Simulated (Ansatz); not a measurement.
C$_{2}$H$_{7}$BSSi, SMILES `[SiH3]B1CSC1`. Charge 0, multiplicity 1.

| atom | x (Å) | y (Å) | z (Å) |
| --- | --- | --- | --- |
| Si1 | -0.166 | -1.706 | -0.863 |
| B2 | 0.000 | 0.100 | 0.028 |
| C3 | 0.602 | 0.477 | 1.436 |
| S4 | 0.219 | 2.238 | 1.126 |
| C5 | -0.416 | 1.544 | -0.441 |
| H6 | -0.997 | -2.607 | -0.012 |
| H7 | -0.782 | -1.645 | -2.216 |
| H8 | 1.183 | -2.330 | -0.991 |
| H9 | 0.078 | 0.054 | 2.299 |
| H10 | 1.669 | 0.270 | 1.562 |
| H11 | 0.099 | 1.912 | -1.334 |
| H12 | -1.489 | 1.695 | -0.594 |

Problem. What are the harmonic wavenumbers in cm⁻¹ at PBE0-D4/def2-TZVP (Ansatz, finite differences of forces, unscaled)? (An estimate is asked.)

Solution. Computed: 40i, 31i, 156, 251, 329, 476, 520, 548, 590, 728, 775, 829, 876, 927, 942, 974, 979, 1001, 1011, 1158, 1197, 1385, 1406, 2200, 2203, 2218, 3049, 3054, 3093, 3097.
